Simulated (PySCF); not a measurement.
Input for PySCF: R-HF/STO-3G on CH5IS (a complex), monomers drawn apart or pushed together.

```python
from pyscf import gto, scf, dft, mp
from pyscf.data.elements import chemcore

mol = gto.M(
    atom='''
    S    -0.14422109   -0.46618844   -0.68130623
    H    -0.54897267   -1.74027228   -0.80640901
    H    -0.89930460   -0.27559249    0.41601608
    C     0.81688339   -1.40366933    5.34483341
    I    -1.25323192   -1.01528212    5.81540564
    H     1.03931371   -2.40904093    5.68299826
    H     0.91789821   -1.30658630    4.26924078
    H     1.40848449   -0.66552231    5.87374262
    ''',
    basis='sto-3g',
    charge=0, spin=0, verbose=3, max_memory=1800)
mf = scf.RHF(mol)
mf.conv_tol = 1e-8
mf.max_cycle = 100
mf.kernel()
if not mf.converged:
    mf = mf.newton().run(mf.mo_coeff, mf.mo_occ)
```

It printed:

```
converged SCF energy = -7284.14938064681
```

The run converged.

Cost: about 0.4 core-seconds (a rough figure).
